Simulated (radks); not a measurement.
These are the eigenvalues of the occupied orbitals of an atom or ion with whole-number occupations (eV). Method: Dirac Kohn-Sham, LB94 model potential, spin-unpolarised, spherical densities, finite nucleus; Fermi nuclear charge, rms radius of each element as measured or else 0.836 A^(1/3) + 0.57 fm; computed with a radial shooting solver on a logarithmic mesh with Libxc functionals.

| orbital | eigenvalue |
|---|---|
| 1s1/2 | -54553.91 |
| 2s1/2 | -9734.420 |
| 2p1/2 | -9304.215 |
| 2p3/2 | -8497.096 |
| 3s1/2 | -2761.348 |
| 3p1/2 | -2572.289 |
| 3p3/2 | -2403.516 |
| 3d3/2 | -2077.829 |
| 3d5/2 | -2040.779 |
| 4s1/2 | -1086.357 |
| 4p1/2 | -1009.635 |
| 4p3/2 | -964.4354 |
| 4d3/2 | -836.7853 |
| 4d5/2 | -827.4692 |

Which element is it, and in what charge state? The configuration may be excited. Open shells, if any, fill j = l - 1/2 first.

Answer. Z = 66, dysprosium, charge +24: Dy24+ in [Kr] 4d6. The list shows which subshells hold electrons but not how many an open one holds; the 1s level, -2004.8 hartree, gives Z - s = 63.3 by -(Z - s)^2/2, which with screening and relativity narrows Z to a few neighbours, and the depths of the outer levels then fix element, charge and occupations together.
